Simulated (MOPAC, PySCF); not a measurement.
H7FSi3, SMILES `F[SiH2][SiH2][SiH3]` (F–Si–Si–Si torsion 53°), neutral singlet in the gas phase. 

Cartesian coordinates (Å):
SMILES: F[SiH2][SiH2][SiH3]
```xyz
11

F      1.9300     1.5338     0.8865
Si     1.8956     0.3948    -0.2753
Si     0.0255    -0.9872     0.0534
Si    -1.9309     0.2972     0.2208
H      1.8094     1.0964    -1.5945
H      3.1876    -0.3573    -0.2064
H      0.2103    -1.8225     1.2839
H     -0.0618    -1.9064    -1.1295
H     -3.1348    -0.5812     0.3587
H     -1.8472     1.1972     1.4119
H     -2.0836     1.1352    -1.0095
```
Charge 0, multiplicity 1.

All levels are single points at this geometry (PBE-D3(BJ)/def2-TZVP); Pople sets use spherical d functions. Orbital energies aren't observables, and empty levels follow the basis.

| level | HOMO (eV) | LUMO (eV) | gap (eV) | dipole (D) | vertical IE, Delta-SCF (eV) |
|---|---|---|---|---|---|
| PBE-D3(BJ)/def2-TZVP in PySCF | -6.99 | -1.66 | 5.33 | 1.22 | 9.68 |
| B3LYP/3-21G in PySCF | -7.92 | -0.36 | 7.56 | 1.33 | – |
| B3LYP/6-311+G** in PySCF | -7.99 | -1.05 | 6.94 | 1.63 | – |
| B3LYP/6-31G* in PySCF | -7.78 | -0.59 | 7.19 | 1.28 | 9.88 |
| B3LYP/LANL2DZ in PySCF | -8.22 | -0.49 | 7.72 | 2.14 | – |
| BP86/6-31G* in PySCF | -6.96 | -1.29 | 5.67 | 1.14 | – |
| M06-2X/6-31G* in PySCF | -9.00 | 0.36 | 9.35 | 1.35 | – |
| HF/3-21G in PySCF | -10.69 | 2.81 | 13.50 | 1.74 | – |
| HF/6-31G* in PySCF | -10.64 | 2.74 | 13.37 | 1.52 | 9.59 |
| AM1 in MOPAC | -10.42 | -1.27 | 9.15 | 1.26 | – |
| PM3 in MOPAC | -9.46 | -1.74 | 7.73 | 1.22 | – |
| PM6 in MOPAC | -8.58 | -0.80 | 7.79 | 1.70 | – |
| PM7 in MOPAC | -10.69 | -0.34 | 10.35 | 2.16 | – |
